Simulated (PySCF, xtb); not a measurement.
BrGe, SMILES [Ge][Br] (connectivity only; charge and spin as stated), charge +1, multiplicity 1.

Harmonic wavenumbers (cm⁻¹) from GFN2-xTB in xtb at its own minimum, in rising order: 360.

Q: What does B3LYP-D3(BJ)/def2-TZVP (PySCF) give at its own minimum? (The exact figures need the calculation; the answer reports its results.)

A: 359. Paired by order, the mean absolute difference is 1 cm⁻¹ and the zero-point energies are 0.5 and 0.5 kcal/mol.
